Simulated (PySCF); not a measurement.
Two species compared at the same levels of theory.

First species: 2-chloroethyl methyl ether, C3H7ClO.
Atom-mapped SMILES: `[CH3:1][O:2][CH2:3][CH2:4][Cl:5]` (hydrogens: H6, H7, H8 on C1; H9, H10 on C3; H11, H12 on C4)

Second species: Ge(OMe)2Me2, C4H12GeO2.
Cartesian coordinates in Å at the PBE0-D3(BJ)/def2-SVP level; atoms count from 1:
```
atom  x, y, z in Å
Ge1   -0.4539   -0.0080   -0.2770
O2    -0.3296   -0.0720    1.5024
C3     0.3436   -1.1273    2.1259
H4    -0.1670   -2.1008    1.9839
H5     0.3830   -0.9318    3.2099
H6     1.3832   -1.2406    1.7646
O7     1.2109    0.0770   -0.9140
C8     2.0389    1.1570   -0.5909
H9     1.6606    2.1183   -0.9908
H10    3.0339    0.9855   -1.0331
H11    2.1706    1.2793    0.5008
C12   -1.4300    1.6215   -0.6356
H13   -1.3468    1.8889   -1.6988
H14   -1.0268    2.4412   -0.0247
H15   -2.4927    1.4912   -0.3863
C16   -1.1596   -1.6549   -1.0032
H17   -1.3786   -1.5299   -2.0734
H18   -2.0840   -1.9424   -0.4824
H19   -0.4184   -2.4587   -0.8926
```

Levels: PBE0/def2-SVPD for HOMO energy, LUMO energy, HOMO–LUMO gap and static isotropic polarisability; TDDFT PBE0/def2-SVPD for lowest singlet excitation; TDA PBE0/def2-SVPD for lowest triplet excitation (Tamm–Dancoff). Geometries: PBE0-D3(BJ)/def2-SVP. Each species is one conformer at its optimised geometry, gas phase, non-relativistic unless stated. Electronic properties by PySCF.

Dipoles, sizes and rotational constants follow the conformer. The torsions of the flexible species, by atom-mapped SMILES:
- `[CH3:1][O:2][CH2:3][CH2:4][Cl:5]`: C1–O2–C3–C4 180°, O2–C3–C4–Cl5 -179°

```csv
property,column X,column Y
HOMO energy,-7.63 eV,-7.85 eV
LUMO energy,0.34 eV,0.45 eV
HOMO–LUMO gap,7.97 eV,8.30 eV
lowest singlet excitation,6.88 eV,7.01 eV
lowest triplet excitation (Tamm–Dancoff),6.70 eV,6.68 eV
static isotropic polarisability,86.2 au,58.5 au
```

Question: Which column belongs to which species?

Answer: Column X is the second species and column Y the first. The first has 12 atoms and 50 electrons, the second 19 and 84.

Question: How does each property change from the first species to the second?

Answer: HOMO energy +0.22 eV; LUMO energy -0.11 eV; HOMO–LUMO gap -0.33 eV; lowest singlet excitation -0.13 eV; lowest triplet excitation (Tamm–Dancoff) +0.02 eV; static isotropic polarisability +27.7 au.

On the first: The polarisability is 8.67 Å³ as a volume (1 au = 0.148185 Å³), or 1.17 au for each of the 50 electrons. The principal polarisabilities are 49.6, 52.9 and 73.1 au; their mean is the isotropic value.

On the second: The principal polarisabilities are 79.1, 88.4 and 91.0 au; their mean is the isotropic value. The 15 singlets span 6.88 to 8.39 eV, and their oscillator strengths add up to 0.24. Relativistic effects, spin–orbit coupling among them, are left out although an element past zinc is present.
